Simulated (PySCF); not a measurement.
# How the method changes the shape and vibrations of BCH3O2

Calculated results; nothing here was measured. They come from PySCF 2.14.0, an open-source quantum chemistry program, on an isolated molecule that a program drew, which may never have been made. The molecule is BCH3O2 (charge 0, singlet), drawn as the SMILES string `O=BCO`.

The geometry was optimised and harmonic frequencies were computed with HF and MP2, all in the cc-pVDZ basis, for the commonest isotopes, with a restricted reference for singlets and an unrestricted one otherwise, and a frozen core in MP2. Each result is a local minimum of its method.

Geometry at the HF minimum:
```xyz
7
BCH3O2, angstrom
O     0.1794   -0.8293    4.0861
B    -0.1578   -0.7936    2.9479
C    -0.6269   -0.7558    1.4547
O    -0.1468   -1.8391    0.7033
H    -1.7182   -0.6750    1.4191
H    -0.2333    0.1516    0.9964
H    -0.5393   -2.6429    1.0107
```

Lengths of the bonds as drawn, in Å (atoms numbered as above):
| bond | HF | MP2 |
|---|---|---|
| O1-B2 | 1.188 | 1.221 |
| B2-C3 | 1.566 | 1.569 |
| C3-O4 | 1.403 | 1.428 |
| C3-H5 | 1.095 | 1.107 |
| C3-H6 | 1.090 | 1.102 |
| O4-H7 | 0.946 | 0.967 |

Rotational constants, in GHz:
| constant | HF | MP2 |
|---|---|---|
| A | 33.84 | 32.15 |
| B | 4.223 | 4.156 |
| C | 3.877 | 3.801 |

Harmonic frequencies in cm^-1, each column in rising order, so a row needn't be the same motion in every method:
```
rank,HF,MP2
1,208,186
2,302,300
3,393,380
4,598,548
5,841,802
6,955,886
7,1181,1079
8,1261,1189
9,1448,1337
10,1509,1412
11,1578,1470
12,2173,1976
13,3184,?
14,3259,3162
15,4146,3850
```

**Estimate the missing MP2 frequency from the HF column.**

A single factor s that minimises the squared misfit of MP2 against s times HF over the other rows is sum(HF x MP2) / sum(HF^2) = 0.9373, with an rms misfit of 37 cm^-1. For rank 13 it gives 0.9373 x 3184 = 2984 cm^-1. The calculation gives 3072 cm^-1, 88 cm^-1 above the estimate. The drawn bonds are on average 1.5 % longer in MP2 than in HF.
